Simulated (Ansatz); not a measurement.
Program: Ansatz. Geometries: PBE0-D4/def2-TZVP. ΔE: electronic, gas phase. CCSD(T)/CBS adds triple-zeta CCSD(T) − MP2 to the extrapolated MP2 energy (def2 sets, frozen cores). This one scheme is used for every species. DFT in def2-TZVPP. HSE06 is defined as in plane-wave codes. One conformer a species, not always the lowest.

Consider the cleavage of the Al–B bond: `[BH2][AlH][OH]` + `OCF` → `[OH][AlH][O]CF` + BH₃.

```csv
level,ΔE (kJ/mol),difference from CCSD(T)/CBS
revPBE-D4,-155.2,16.1
r2SCAN-D4,-173.6,-2.3
PBE0-D4,-158.7,12.6
HSE06-D4,-158.2,13.1
HSE06,-156.1,15.2
CCSD(T)/def2-SVP,-171.6,-0.3
MP2/def2-TZVPP,-182.6,-11.3
SCS-MP2/def2-QZVPP,-181.6,-10.3
HF/CBS(def2),-183.6,-12.3
MP2/CBS(def2),-182.1,-10.8
CCSD(T)/CBS,-171.3,0
```

Largest T1 diagnostic among the species: 0.013.

The D4 term adds −4.0 kJ/mol with B3LYP and −2.3 kJ/mol with PBE0; it sums over pairs of atoms, weighted by their polarisabilities, and B3LYP, whose exchange is more repulsive, gets the larger term. From BLYP to BHLYP (50 % exact exchange), in def2-TZVPP and without D4, ΔE moves by −11.2 kJ/mol. Leaving LDA and LC-ωPBE aside and taking each functional with its dispersion term where it has one, the values, not all of them listed here, spread over 27.4 kJ/mol, from BHLYP-D4 to PBE-D4. LDA lies −5.4 kJ/mol from PBE without D4.

B3LYP here is the variant with VWN-RPA as its local correlation; programs differ in this.
